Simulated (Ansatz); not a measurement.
`CC1=C(F)[SiH2]1` → `FC1=C[SiH2]1` + `[CH2]` (triplet)  (formal loss of a carbene)

Isolated molecules relaxed with PBE0-D4/def2-TZVP in Ansatz; ΔE leaves out vibrations. CCSD(T)/CBS adds triple-zeta CCSD(T) − MP2 to the extrapolated MP2 energy (def2 sets, frozen cores). This one scheme is used for every species. DFT in def2-TZVPP. B3LYP here is the variant with VWN-RPA as its local correlation; programs differ in this. Triplets are unrestricted, without spin–orbit coupling.

```tsv
level	ΔE (kcal/mol)	difference from CCSD(T)/CBS
PBE-D4	110.5	2.6
r2SCAN-D4	103.1	-4.8
PBE0-D4	108.3	0.4
B3LYP-D4	106.9	-1.0
ωB97X-V	110.6	2.7
ωB97M-V	108.4	0.5
B2PLYP	106.1	-1.8
PBE	109.0	1.1
r2SCAN	102.7	-5.2
PBE0	107.0	-0.9
B3LYP	104.5	-3.4
HF/def2-TZVPP	72.9	-35.0
MP2/def2-TZVPP	108.7	0.8
SCS-MP2/def2-TZVPP	108.6	0.7
CCSD/def2-TZVPP	102.5	-5.4
CCSD(T)/def2-TZVPP	105.2	-2.7
HF/def2-QZVPP	72.9	-35.0
MP2/def2-QZVPP	110.2	2.3
SCS-MP2/def2-QZVPP	110.5	2.6
HF/CBS(def2)	72.9	-35.0
MP2/CBS(def2)	111.4	3.5
CCSD/CBS(def2)	105.1	-2.8
CCSD(T)/CBS	107.9	0
```

Largest T1 diagnostic among the species: 0.014.

From PBE to PBE0 (25 % exact exchange), in def2-TZVPP and without D4, ΔE moves by −2.0 kcal/mol. In def2-TZVPP, CCSD(T) changes the Hartree–Fock value by +32.3 kcal/mol (the triples alone add +2.7 kcal/mol) and MP2 by +35.8 kcal/mol. The D4 term adds +2.3 kcal/mol with B3LYP and +1.3 kcal/mol with PBE0; it sums over pairs of atoms, weighted by their polarisabilities, and B3LYP, whose exchange is more repulsive, gets the larger term.
